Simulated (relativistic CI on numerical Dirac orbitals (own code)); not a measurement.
Electric-dipole transitions in Os57+

Computed by Dirac-Coulomb-Breit CI, separate exchange-only KLI orbitals for each configuration, QED by a radiative potential, unscaled Slater integrals (own radial code, finite nucleus).

CI space (outside the closed core [Ne]): 3s2 3p6 3d, 3s2 3p5 3d2, 3s 3p6 3d2, 3s2 3p6 4s, 3s2 3p6 4p, 3s2 3p6 4d, 3s2 3p5 3d 4s, 3s2 3p6 4f, 3s2 3p5 3d 4p, 3p6 3d3, 3p5 3d4, 3p5 3d3 4s. Double excitations out of closed p, d and f shells are left out; levels of such configurations are missing from the list, as are those of other unlisted configurations, and high levels can miss mixing partners. These lack a partner that the ground configuration has and come out too high: 3s2 3p5 3d 4p.

```csv
λ vac (Å),Lower,Upper,A (s⁻¹),log gf,S velocity/length
17.528,3s2 3p6 3d 2D_3/2 [1],3s2 3p5 3d2 2D°_3/2 [34],7.85e+12,0.16,0.81
17.608,3s2 3p6 3d 2D_5/2 [2],3s2 3p5 3d2 2P°_3/2 [42],5.28e+12,-0.01,0.80
17.623,3s2 3p6 3d 2D_3/2 [1],3s2 3p5 3d2 2P°_1/2 [33],4.03e+12,-0.43,0.80
17.806,3s2 3p6 3d 2D_5/2 [2],3s2 3p5 3d2 2F°_7/2 [41],4.24e+12,0.21,0.82
17.848,3s2 3p6 3d 2D_5/2 [2],3s2 3p5 3d2 2D°_5/2 [40],5.28e+12,0.18,0.81
18.826,3s2 3p6 3d 2D_3/2 [1],3s2 3p5 3d2 4G°_5/2 [32],1.19e+12,-0.42,0.81
19.725,3s2 3p5 3d2 2H°_11/2 [13],3s 3p6 3d2 2G_9/2 [54],3.49e+12,0.31,0.90
19.774,3s2 3p5 3d2 4F°_5/2 [5],3s 3p6 3d2 4F_5/2 [49],1.50e+12,-0.28,0.91
19.814,3s2 3p5 3d2 4G°_11/2 [23],3s 3p6 3d2 4F_9/2 [59],3.44e+12,0.31,0.90
19.847,3s2 3p5 3d2 4F°_7/2 [10],3s 3p6 3d2 4F_5/2 [52],2.23e+12,-0.10,0.91
19.851,3s2 3p5 3d2 4D°_3/2 [3],3s 3p6 3d2 4F_3/2 [48],2.10e+12,-0.30,0.90
19.854,3s2 3p5 3d2 2G°_7/2 [6],3s 3p6 3d2 4F_5/2 [49],3.74e+12,0.12,0.90
19.904,3s2 3p5 3d2 4G°_9/2 [9],3s 3p6 3d2 4F_7/2 [51],3.39e+12,0.21,0.91
19.943,3s2 3p5 3d2 2P°_3/2 [7],3s 3p6 3d2 4P_1/2 [50],5.13e+12,-0.21,0.91
30.071,3s2 3p6 3d 2D_3/2 [1],3s2 3p5 3d2 2P°_1/2 [22],1.46e+12,-0.40,0.69
30.345,3s2 3p6 3d 2D_5/2 [2],3s2 3p5 3d2 2P°_3/2 [31],1.18e+12,-0.19,0.69
30.549,3s2 3p6 3d 2D_5/2 [2],3s2 3p5 3d2 2D°_5/2 [30],1.44e+12,0.08,0.70
30.587,3s2 3p6 3d 2D_3/2 [1],3s2 3p5 3d2 2F°_5/2 [21],1.35e+12,0.05,0.72
31.203,3s2 3p6 3d 2D_3/2 [1],3s2 3p5 3d2 2D°_3/2 [20],9.88e+11,-0.24,0.69
32.049,3s2 3p6 3d 2D_5/2 [2],3s2 3p5 3d2 2F°_7/2 [28],4.38e+11,-0.27,0.71
```

Terms are leading LS components. Brackets give the number of a level in order of energy, since labels repeat. The list gives strong lines, with weight on those to low levels, among the lowest 200 of 570 levels, so that lines to higher ones, which can be the strongest, are missing. Levels whose partners in the same complex of configurations lie outside the list can be far off, and so can their lines. Rates are taken at the computed energies, electric ones in the length gauge. A velocity-to-length ratio far from 1 marks an uncertain rate.

At this charge energies of transitions that change n are usually good to better than 1 %, and those within a shell (Δn = 0) to a few per cent.

LS names give the leading component of a level, which can be under half, so a name can repeat, a term be missing and a line seem to break the LS rules.
